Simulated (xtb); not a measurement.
BiCl3, singlet, geometry from GFN2-xTB (such geometries of metal compounds can be far from the true shape); GFN2-xTB (xtb).

Input for xtb:
```
$ xtb mol.xyz --gfn 2 --json

# file mol.xyz
4

Bi    -0.00428098    -0.00067467     0.50283800
Cl    -1.83162453    -0.99302219    -0.83533113
Cl     0.06534181     2.09049123    -0.81504384
Cl     1.78718399    -1.09417508    -0.80465760
```

**Question.** What does xtb print? Leave out banner, timings and long lists.

**Answer.** 
```
   ID    Z sym.   atoms
    1   83 Bi     1
    2   17 Cl     2-4

           -------------------------------------------------
          |                Calculation Setup                |
           -------------------------------------------------

           -------------------------------------------------
          |                 G F N 2 - x T B                 |
           -------------------------------------------------

          ...................................................
          :                      SETUP                      :
          :.................................................:
          :  # basis functions                  34          :
          :  # atomic orbitals                  31          :
          :  # shells                           11          :
          :  # electrons                        26          :
          :  max. iterations                   250          :
          :  Hamiltonian                  GFN2-xTB          :
          :  restarted?                      false          :
          :  GBSA solvation                  false          :
          :  PC potential                    false          :
          :  electronic temp.          300.0000000     K    :
          :  accuracy                    1.0000000          :
          :  -> integral cutoff          0.2500000E+02      :
          :  -> integral neglect         0.1000000E-07      :
          :  -> SCF convergence          0.1000000E-05 Eh   :
          :  -> wf. convergence          0.1000000E-03 e    :
          :  Broyden damping             0.4000000          :
          :  net charge                          0          :
          :  unpaired electrons                  0          :
          ...................................................

 iter      E             dE          RMSdq      gap      omega  full diag
   1    -16.1243567 -0.161244E+02  0.593E+00    5.44       0.0  T
   2    -16.1250320 -0.675334E-03  0.329E+00    5.31       1.0  T
   3    -16.1253376 -0.305530E-03  0.862E-01    5.39       1.0  T
   4    -16.1256050 -0.267406E-03  0.436E-01    5.35       1.0  T
   5    -16.1256615 -0.565678E-04  0.189E-01    5.34       1.0  T
   6    -16.1256662 -0.468666E-05  0.130E-01    5.37       1.0  T
   7    -16.1256872 -0.209399E-04  0.639E-02    5.35       1.0  T
   8    -16.1256915 -0.437358E-05  0.161E-02    5.35       3.1  T
   9    -16.1256920 -0.420084E-06  0.537E-04    5.35      93.2  T
  10    -16.1256920  0.267946E-09  0.595E-04    5.35      84.1  T

   *** convergence criteria satisfied after 10 iterations ***

         :::::::::::::::::::::::::::::::::::::::::::::::::::::
         ::                     SUMMARY                     ::
         :::::::::::::::::::::::::::::::::::::::::::::::::::::
         :: total energy             -16.123640406093 Eh    ::
         :: gradient norm              0.000031914912 Eh/a0 ::
         :: HOMO-LUMO gap              5.354218414597 eV    ::
         ::.................................................::
         :: SCC energy               -16.125690334510 Eh    ::
         :: -> isotropic ES            0.071716656963 Eh    ::
         :: -> anisotropic ES          0.002436388848 Eh    ::
         :: -> anisotropic XC          0.000060496023 Eh    ::
         :: -> dispersion             -0.004765585194 Eh    ::
         :: repulsion energy           0.002049928417 Eh    ::
         :: add. restraining           0.000000000000 Eh    ::
         :: total charge               0.000000000000 e     ::
         :::::::::::::::::::::::::::::::::::::::::::::::::::::

           -------------------------------------------------
          |                Property Printout                |
           -------------------------------------------------

    * Orbital Energies and Occupations

         #    Occupation            Energy/Eh            Energy/eV
      -------------------------------------------------------------
         1        2.0000           -1.1220334             -30.5321
         2        2.0000           -1.0666188             -29.0242
         3        2.0000           -1.0666188             -29.0242
         4        2.0000           -1.0403110             -28.3083
         5        2.0000           -0.5031537             -13.6915
         6        2.0000           -0.5031537             -13.6915
         7        2.0000           -0.4863533             -13.2343
         8        2.0000           -0.4474674             -12.1762
         9        2.0000           -0.4474674             -12.1762
        10        2.0000           -0.4440823             -12.0841
        11        2.0000           -0.4437540             -12.0752
        12        2.0000           -0.4437540             -12.0752
        13        2.0000           -0.4410052             -12.0004 (HOMO)
        14                         -0.2442413              -6.6461 (LUMO)
        15                         -0.2442413              -6.6461
        16                         -0.2373136              -6.4576
        17                          0.0069990               0.1905
        18                          0.0069990               0.1905
        19                          0.0073922               0.2012
        20                          0.0075088               0.2043
        21                          0.0075089               0.2043
        22                          0.0099481               0.2707
        23                          0.0110394               0.3004
        24                          0.0110394               0.3004
       ...                                ...                  ...
        31                          0.0508471               1.3836
      -------------------------------------------------------------
                  HL-Gap            0.1967639 Eh            5.3542 eV
             Fermi-level           -0.3426233 Eh           -9.3233 eV

     #   Z          covCN         q      C6AA      α(0)
     1  83 Bi       2.436     0.865   434.288    39.991
     2  17 Cl       0.812    -0.288   108.256    15.917
     3  17 Cl       0.812    -0.288   108.256    15.917
     4  17 Cl       0.812    -0.288   108.256    15.917

 Mol. C6AA /au·bohr⁶  :       2685.331335
 Mol. C8AA /au·bohr⁸  :     197436.869976
 Mol. α(0) /au        :         87.741138

Wiberg/Mayer (AO) data.
largest (>0.10) Wiberg bond orders for each atom

 ---------------------------------------------------------------------------
     #   Z sym  total        # sym  WBO       # sym  WBO       # sym  WBO
 ---------------------------------------------------------------------------
     1  83 Bi   2.729 --     4 Cl   0.910     2 Cl   0.910     3 Cl   0.910
     2  17 Cl   1.014 --     1 Bi   0.910
     3  17 Cl   1.014 --     1 Bi   0.910
     4  17 Cl   1.014 --     1 Bi   0.910
 ---------------------------------------------------------------------------

Topologies differ in total number of bonds
Writing topology from bond orders to xtbtopo.mol

molecular dipole:
                 x           y           z       tot (Debye)
 q only:       -0.018      -0.003       2.159
   full:       -0.018      -0.003       2.142       5.446
molecular quadrupole (traceless):
                xx          xy          yy          xz          yz          zz
 q only:       -2.729       0.000      -2.729      -0.070      -0.011       5.458
  q+dip:       -3.842       0.000      -3.843      -0.098      -0.015       7.686
   full:       -3.597       0.000      -3.598      -0.092      -0.014       7.196

           -------------------------------------------------
          | TOTAL ENERGY              -16.123640406093 Eh   |
          | GRADIENT NORM               0.000031914912 Eh/α |
          | HOMO-LUMO GAP               5.354218414597 eV   |
           -------------------------------------------------

normal termination of xtb
```
